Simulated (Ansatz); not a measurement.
```xyz
10

O    -3.6966   -1.1321    0.8279
C    -2.6041   -0.7977    0.5815
N    -1.4843   -0.4548    0.3288
Zr    0.4484    0.1374   -0.1008
O     1.3659   -1.3204   -0.9396
O     0.3815    1.6447   -1.2814
O     1.3226    0.6160    1.5353
H     1.8675   -1.8876   -1.5170
H     0.4840    2.4888   -1.7100
H     1.9150    0.7058    2.2753
```

The species carries charge 0 and has multiplicity 1. Zr takes the def2 core potential.

Q: List the CAM-B3LYP/def2-TZVPP orbital energies in eV (Ansatz). (Estimate.)

A: Ansatz gave: Occupied: -523.16, -522.43, -522.43, -522.43, -391.13, -281.99, -60.91, -37.55, -37.55, -37.24, -31.85, -28.65, -28.31, -28.31, -26.71, -15.86, -15.67, -15.62, -15.62, -14.47, -14.13, -14.13, -11.80, -11.80, -11.19, -11.09, -11.09, -10.65, -9.51, -9.51. Lowest empty: 0.21, 0.73, 0.73, 1.07, 1.07, 1.23, 1.72, 1.72.
